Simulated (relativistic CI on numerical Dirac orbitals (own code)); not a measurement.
# Sensitivity of the levels of Ta XII to α and to the nuclear radius

Calculated at this level of theory: Dirac-Coulomb-Breit CI, separate exchange-only KLI orbitals for each configuration, derivatives by finite differences, unscaled Slater integrals, QED left out (own radial code, finite nucleus).

Configurations in the expansion (outside the closed core [Kr] 4d10): 4f¹³5s²5p, 4f¹²5s²5p², 4f¹⁴5s², 4f¹³5s5p², 4f¹⁴5s5p, 4f¹³5s²5d, 4f¹⁴5p², 4f¹³5p³, 4f¹²5p⁴. Double excitations out of closed p, d and f shells are left out; levels of such configurations are missing from the list, as are those of other unlisted configurations, and high levels can miss mixing partners.

With x = (α/α₀)² − 1 an excitation energy changes as ω = ω₀ + qx; K = 2q/ω₀ is the relative enhancement. Terms are leading LS components, so labels can repeat. The field-shift factor is F = δν/δ⟨r²⟩ for the transition from the lowest level.

Lowest level 4f¹²5s²5p² ³H6.

```csv
Level,ω₀ (cm⁻¹),q (cm⁻¹),K,F (GHz/fm²)
4f¹²5s²5p² ³F4,8886.6,-1090,-0.245,0.15
4f¹³5s²5p ³D3,16042.1,200100,24.9,-38.1
4f¹²5s²5p² ⁵H5,16926.8,14810,1.75,0.564
4f¹³5s²5p ³G4,19577.7,193000,19.7,-36.8
4f¹²5s²5p² ³H4,25120.0,21540,1.71,-0.218
4f¹²5s²5p² ³F2,25798.8,7507,0.582,0.401
4f¹²5s²5p² ⁵G3,27308.0,16230,1.19,0.499
4f¹³5s²5p ³G3,32717.8,213700,13.1,-37.3
4f¹³5s²5p ³F2,39142.6,213700,10.9,-37.1
4f¹²5s²5p² ³H4,41327.0,29020,1.4,1.11
4f¹²5s²5p² ³P2,48312.3,17620,0.729,0.306
4f¹⁴5s² ¹S0,56482.7,209200,7.41,-50.3
4f¹²5s²5p² ⁵D0,57303.6,178700,6.24,-22.2
4f¹²5s²5p² ³I6,58240.1,13480,0.463,1.1
4f¹²5s²5p² ⁵D1,61656.3,21380,0.693,0.435
4f¹²5s²5p² ³F2,67854.0,28500,0.84,1.08
4f¹²5s²5p² ⁵H7,80143.8,119800,2.99,-15.2
4f¹²5s²5p² ⁵G5,89127.7,121400,2.72,-15.2
4f¹²5s²5p² ⁵G6,93221.9,120700,2.59,-15.1
4f¹²5s²5p² ⁵G4,93778.5,133100,2.84,-16.1
4f¹²5s²5p² ³H5,94868.5,133200,2.81,-17.3
4f¹²5s²5p² ³H4,95980.8,123100,2.57,-14.7
4f¹²5s²5p² ⁵H3,97445.4,130800,2.68,-14.5
```

At this charge transitions that keep the count of f electrons are usually good to a few per cent. Terms inside the open d or f shell come out 10 to 20 % too wide with unscaled integrals. Levels and lines within the n = 5 or 6 shells can be off by up to 10 % or somewhat more, and those that change n by about 2 %, since core polarisation is missing. Levels that differ in their count of f electrons can be misplaced by several ten thousand cm⁻¹, since the correlation energy of f electrons is missing or only estimated; rates across such gaps can be off by orders of magnitude.
